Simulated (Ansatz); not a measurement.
Relaxation of Cl3HOTi (6 atoms, charge 0, multiplicity 1), to a largest force component of 0.02 eV/Å in at most 40 steps.

Method: Ansatz 0.2.0, RKS PBE/def2-SVP.

```xyz
6
Properties=species:S:1:pos:R:3
Ti 0.000 0.000 0.000
Cl 0.000 0.000 2.370
Cl 2.235 0.000 -0.789
Cl -1.116 1.934 -0.789
O -0.904 -1.567 -0.639
H -1.359 -2.032 0.133
```

Where does it end, and by what steps?

The run converged. The force dipped under the threshold on the way, but the program's further checks kept it going. After 14 steps the energy has fallen by 0.962 eV; H6 moved furthest, 0.42 Å.

```csv
step,energy less start (eV),largest force component (eV/Å),accepted
0,0.0000,2.100,yes
1,-0.8775,0.935,yes
2,-0.9134,0.423,yes
3,-0.9336,0.141,yes
4,-0.9464,0.284,yes
5,-0.9526,0.177,yes
6,-0.9211,1.337,no
7,-0.9589,0.034,yes
8,-0.9607,0.013,yes
9,-0.9356,1.321,no
10,-0.9582,0.203,no
11,-0.9610,0.011,yes
12,-0.9611,0.125,yes
13,-0.9615,0.020,yes
14,-0.9616,0.010,yes
```

```xyz
6
Properties=species:S:1:pos:R:3
Ti 0.067 -0.007 0.075
Cl 0.111 0.136 2.262
Cl 2.095 0.014 -0.757
Cl -1.121 1.662 -0.707
O -0.722 -1.512 -0.369
H -1.575 -1.957 -0.219
```

Whether the end is a true minimum wasn't checked by a vibrational analysis.

The run took 36 s on 2 threads of Arm Neoverse V2, with other jobs on the host, peak memory 0.16 GiB.
